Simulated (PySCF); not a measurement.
PySCF 2.14 output of an unrestricted BHandHLYP calculation on a single atom or ion in dyall-acv3z (19s12p6d4f, 113 functions), with the spin-free X2C one-electron Hamiltonian (Gaussian nucleus):

```
SCF conv_tol = 1e-09
number electrons alpha = 10  beta = 6
    A. D. Becke.,  J. Chem. Phys. 98, 1372 (1993)
    Defined through Gaussian implementation.
cycle= 1 E= -460.145248809891  delta_E= -0.00688  |g|= 0.0168  |ddm|= 0.211
cycle= 2 E= -460.145360470265  delta_E= -0.000112  |g|= 0.00378  |ddm|= 0.0404
cycle= 3 E= -460.145377278519  delta_E= -1.68e-05  |g|= 0.0014  |ddm|= 0.0154
cycle= 4 E= -460.145387080177  delta_E= -9.8e-06  |g|= 0.000896  |ddm|= 0.00806
cycle= 5 E= -460.14539682102  delta_E= -9.74e-06  |g|= 0.000853  |ddm|= 0.0081
cycle= 6 E= -460.145452681722  delta_E= -5.59e-05  |g|= 0.000544  |ddm|= 0.067
cycle= 7 E= -460.145463402827  delta_E= -1.07e-05  |g|= 0.000446  |ddm|= 0.0336
cycle= 8 E= -460.145463595869  delta_E= -1.93e-07  |g|= 0.000299  |ddm|= 0.0054
cycle= 9 E= -460.145464529334  delta_E= -9.33e-07  |g|= 0.000123  |ddm|= 0.0138
cycle= 10 E= -460.145464540715  delta_E= -1.14e-08  |g|= 9.18e-06  |ddm|= 0.000998
cycle= 11 E= -460.145464540785  delta_E= -6.92e-11  |g|= 7.04e-08  |ddm|= 8.35e-05
converged SCF energy = -460.145464540785  <S^2> = 6.0027367  2S+1 = 5.0010945
```

The run itself started from symmetry-adapted Hartree-Fock orbitals and held the occupation by maximum overlap, on a logarithmic radial grid, so the iterations belong to that start.

**Question.** Which element, charge and spin multiplicity is this?

**Answer.** Cl⁺ (chlorine, charge +1), multiplicity 5; the state was [Ne] 3s1 3p4 4s1, high-spin 5P determinant (an excited configuration).

The outer electron is Rydberg-like, and this basis confines it to a smaller radius and binds it less than a complete one would.
